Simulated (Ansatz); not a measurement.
Geometry optimisation, Ansatz, RKS BLYP/STO-3G.

Input:

```yaml
crystal:
  periodic: [false, false, false]
  atoms:
    - { symbol: C, position_ang: [-1.7463, -2.1686, -0.2145] }
    - { symbol: Si, position_ang: [-0.098, -1.5705, 0.2508] }
    - { symbol: C, position_ang: [0.1555, 0.2863, -0.2394] }
    - { symbol: C, position_ang: [-0.7182, 1.23, 0.4979] }
    - { symbol: C, position_ang: [1.6609, 0.6858, -0.0123] }
    - { symbol: "N", position_ang: [1.9654, 2.0388, -0.5144] }
    - { symbol: H, position_ang: [-1.9126, -3.1809, 0.0102] }
    - { symbol: H, position_ang: [-2.5246, -1.5407, 0.3021] }
    - { symbol: H, position_ang: [-1.9615, -1.9736, -1.2568] }
    - { symbol: H, position_ang: [0.9208, -2.3924, -0.4289] }
    - { symbol: H, position_ang: [0.0954, -1.7178, 1.7362] }
    - { symbol: H, position_ang: [-0.0069, 0.3459, -1.2842] }
    - { symbol: H, position_ang: [-0.62601, 2.27701, 0.29676] }
    - { symbol: H, position_ang: [-0.44879, 1.21439, 1.65493] }
    - { symbol: H, position_ang: [-1.75325, 0.98108, 0.50343] }
    - { symbol: H, position_ang: [1.9123, 0.7008, 1.0922] }
    - { symbol: H, position_ang: [2.3439, 0.0113, -0.4901] }
    - { symbol: H, position_ang: [1.4319, 2.747, 0.0171] }
    - { symbol: H, position_ang: [1.6651, 2.0846, -1.4751] }
basis:
  gaussian: { orbitals: STO-3G }
hamiltonian:
  xc: blyp
relax:
  f_tol: 0.015
  max_steps: 40
```

Run as:

```bash
$ ansatz run input.yaml --threads 1 --pin off --max-ram 2048MiB --backend cpu --events-out ev --progress --plain --runs-dir out
```

Problem. Where does it end, and by what steps?

Solution. It converged. Limits of this set-up: minimal basis. After 5 steps the energy has fallen by 0.989 eV; N6 moved furthest, 0.18 Å.

| step | energy less start (eV) | largest force component (eV/Å) | accepted |
| --- | --- | --- | --- |
| 0 | 0.0000 | 5.293 | yes |
| 1 | -0.8730 | 1.121 | yes |
| 2 | -0.9693 | 0.484 | yes |
| 3 | -0.9863 | 0.272 | yes |
| 4 | -0.9890 | 0.058 | yes |
| 5 | -0.9893 | 0.015 | yes |

```xyz
19
Properties=species:S:1:pos:R:3
C -1.801 -2.154 -0.201
Si -0.071 -1.552 0.269
C 0.190 0.284 -0.204
C -0.775 1.238 0.598
C 1.716 0.702 -0.009
N 2.131 2.104 -0.507
H -1.929 -3.221 0.058
H -2.589 -1.587 0.328
H -1.985 -2.050 -1.286
H 0.924 -2.361 -0.423
H 0.128 -1.710 1.703
H -0.045 0.400 -1.287
H -0.644 2.297 0.292
H -0.582 1.173 1.689
H -1.836 0.969 0.420
H 1.982 0.655 1.073
H 2.365 -0.025 -0.550
H 1.440 2.762 -0.006
H 1.734 2.135 -1.510
```

Whether the end is a true minimum wasn't checked by a vibrational analysis.

Time of the run: 31 s on 1 thread of Arm Neoverse V1 (shared host), peak memory 0.14 GiB.
